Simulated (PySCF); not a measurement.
Se(Me)(OMe) (C2H6OSe), SMILES O([Se]C)C. Atoms are numbered in the order given.

```xyz
10

Se    -0.3126    -0.1793     0.5929
C     -1.1816     1.3789    -0.2061
H     -2.1319     1.5180     0.3320
H     -1.3895     1.2167    -1.2725
H     -0.5452     2.2626    -0.0649
O      1.2686    -0.0661    -0.3189
C      1.2834    -0.6846    -1.5905
H      0.5774    -0.2127    -2.2999
H      2.3052    -0.5596    -1.9848
H      1.0523    -1.7641    -1.5393
```
Charge 0, spin multiplicity 1.

Coordinates come from a B3LYP-D3(BJ)/def2-SVP optimisation. One conformer was computed; it need not be the lowest.

Calculation: PySCF with PBE/def2-TZVP.

Isolated molecule, no solvent.

The total energy comes out as -2556.07909 hartree and the highest occupied level is -5.12 eV. The lowest empty level is -1.85 eV. The orbital gap comes out as 3.27 eV and the dipole moment comes out as 1.76 D. The quadrupole, principal values (traceless, Buckingham form, about the centre of nuclear charge) comes out as -5.16, -0.02, 5.18 D·Å and the mean static polarisability comes out as 58.2 bohr³ (8.63 Å³). The polarisability, principal values is 46.0, 57.4, 71.3 bohr³.
